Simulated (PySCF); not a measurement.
ZrMeF3, CH3F3Zr (singlet state).
Bonds: Zr1–C2, Zr1–F6, Zr1–F7, Zr1–F8. Hydrogens: H3, H4, H5 on C2.

Computed, not measured: PySCF 2.14.0, PBE0-D3(BJ)/def2-SVP geometry optimisation, gas phase, def2 core potentials past Kr.

(1) How far are the bound atoms from Zr1?

(2) List the angles at Zr1.

(3) What is the shape at Zr1?

(4) What are the other bond lengths?

## Answers

(1) 4 atoms: F7 1.900 Å, F8 1.900 Å, F6 1.901 Å, C2 2.196 Å. The nearest atom not counted as bound is H3, at 2.78 Å (others tie with it).

(2) 
```json
{"angle": "F6–Zr1–F8", "degrees": "113.5", "distance of the outer atoms (Å)": "3.18"}
{"angle": "F6–Zr1–F7", "degrees": "112.7", "distance of the outer atoms (Å)": "3.16"}
{"angle": "F7–Zr1–F8", "degrees": "112.5", "distance of the outer atoms (Å)": "3.16"}
{"angle": "C2–Zr1–F6", "degrees": "106.3", "distance of the outer atoms (Å)": "3.28"}
{"angle": "C2–Zr1–F7", "degrees": "105.9", "distance of the outer atoms (Å)": "3.27"}
{"angle": "C2–Zr1–F8", "degrees": "105.2", "distance of the outer atoms (Å)": "3.26"}
```

(3) Distorted tetrahedral: angles from 105.2° to 113.5°; τ4 = (360° − α − β)/141° = 0.95 with α and β the two widest (0 for a square, 1 for a tetrahedron).

(4) C2–H3, C2–H4, C2–H5 1.104 Å.

Point group: near C3v, missed by 0.10 Å at most; the miss may be what the optimiser left on a soft mode (C3 holds within 0.08 Å). Charge 0, singlet. No PBE0-D3(BJ)/def2-SVP frequencies stand behind this structure, so it isn't proved a minimum.
